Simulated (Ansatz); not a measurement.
Abstraction of F: C2H3FSi + CH6FSi2 → C2H3Si + CH6F2Si2

Species: C2H3FSi `C#C[SiH2]F`, singlet; CH6FSi2 `F[SiH2]C[SiH2]`, doublet; C2H3Si `C#C[SiH2]`, doublet; CH6F2Si2 `F[SiH2]C[SiH2]F`, singlet. A radical takes F: the energy is the difference in strength between two Si–F bonds in different surroundings.

Shapes, held fixed at every level: PBE0-D4/def2-TZVP. Flexible molecules stand in one conformer, not always the lowest. Programs: Ansatz 0.2.0. The zero-point and thermal change to 298 K, harmonic and unscaled (PBE0-D4/def2-TZVP), is -0.1 kJ/mol.

```tsv
level	kind	ΔH(298 K) (kJ/mol)	less CCSD(T)/CBS estimate	CPU time (sum over the molecules)
HF/def2-SVP	Hartree–Fock	-9.4	+0.6	–
BHLYP-D4/def2-TZVPP	global hybrid	-11.5	-1.5	41 s
PBE0-D4/def2-TZVPP	global hybrid	-13.7	-3.7	36 s
wB97X-V/def2-TZVPP	range-separated hybrid	-12.4	-2.4	97 s
B2PLYP/def2-TZVPP	double hybrid	-11.8	-1.8	60 s
CCSD(T)/def2-SVP	coupled cluster or CI	-8.5	+1.5	52 s
CCSD(T)/def2-TZVPP	coupled cluster or CI	-9.8	+0.2	66 min
CCSD(T)/CBS estimate	coupled cluster or CI	-10.0	0.0	69 min
```

The highest level, CCSD(T)/CBS estimate, gives ΔH(298 K) = -10.0 kJ/mol; the levels span -13.7 to -8.5. The column of differences is taken from that level and isn't an error. No measured value is set beside it here. Spin contamination: C2H3Si (⟨S²⟩ up to 0.85). Open shells run unrestricted. The CBS estimate extrapolates MP2 from def2-TZVPP and def2-QZVPP and adds CCSD(T) − MP2 in the triple-zeta set, cores frozen. Times are processor times on shared x86 and Arm servers, and rough.
